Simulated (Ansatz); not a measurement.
Geometry optimisation, Ansatz, RKS r2SCANh/def2-SVP.

input.yaml

```yaml
crystal:
  periodic: [false, false, false]
  atoms:
    - { symbol: Ge, position_ang: [0.0, 0.0, 0.0] }
    - { symbol: C, position_ang: [0.0, 0.0, 2.31] }
    - { symbol: H, position_ang: [-0.9996, -0.3092, 2.6805] }
    - { symbol: H, position_ang: [0.7676, -0.7111, 2.6805] }
    - { symbol: H, position_ang: [0.232, 1.0203, 2.6805] }
    - { symbol: H, position_ang: [1.4616, 0.0, -0.5162] }
    - { symbol: H, position_ang: [-0.73, 1.2648, -0.5162] }
    - { symbol: H, position_ang: [-0.73, -1.2648, -0.5162] }
    - { symbol: H, position_ang: [0.6884, -1.615, 0.5833] }
    - { symbol: H, position_ang: [0.5495, -1.2893, 1.5621] }
basis:
  gaussian: { orbitals: def2-SVP }
hamiltonian:
  xc: r2scanh
relax:
  f_tol: 0.15
  max_steps: 25
  restrain:
    - { distance: [0, 8], at: 1.55, k: 30.0 }
    - { distance: [9, 1], at: 1.11, k: 30.0 }
    - { distance: [0, 1], at: 3.16, k: 30.0 }
    - { distance: [9, 8], at: 1.86, k: 30.0 }
output:
  orbitals: {}
```

Run as:

```bash
$ ansatz run input.yaml --threads 2 --pin off --max-ram 3072MiB --backend cpu --events-out ev --progress --plain --runs-dir out
```

Task: Where does it end, and by what steps?

Result: It converged. The restraints hold the end off the free minimum; the threshold counts their pulls, which the force column leaves out. Restrained pairs: Ge1–H9 (1.85 → 1.54 Å), C2–H10 (1.59 → 1.10 Å), Ge1–C2 (2.31 → 3.17 Å), H9–H10 (1.04 → 1.87 Å). After 15 steps the energy has fallen by 3.733 eV (the restraints' own energy left out); H8 moved furthest, 1.48 Å.

```tsv
step	energy less start (eV)	largest force component (eV/Å)	accepted
0	0.0000	4.417	yes
1	1.9976	3.993	yes
2	2.4800	3.559	yes
3	1.3114	3.718	yes
4	-0.4827	2.389	yes
5	-1.9159	1.395	yes
6	-2.7592	1.059	yes
7	-3.2152	1.333	yes
8	-3.4114	1.347	yes
9	-3.5120	1.198	yes
10	-3.5630	1.056	yes
11	-3.6308	0.770	yes
12	-3.6669	0.668	yes
13	-3.6945	0.539	yes
14	-3.6978	0.555	yes
15	-3.7327	0.477	yes
```

```xyz
10
Properties=species:S:1:pos:R:3
Ge -0.051 -0.441 -0.475
C 0.296 -0.141 2.666
H -0.799 -0.125 2.708
H 0.698 -0.173 3.687
H 0.659 0.766 2.169
H 1.242 0.382 -0.506
H -1.190 0.405 0.095
H -0.408 -0.861 -1.906
H 0.171 -1.684 0.407
H 0.619 -1.032 2.104
```

Time of the run: 40 s on 2 threads of Arm Neoverse V1, with other jobs on the host, peak memory 0.17 GiB.
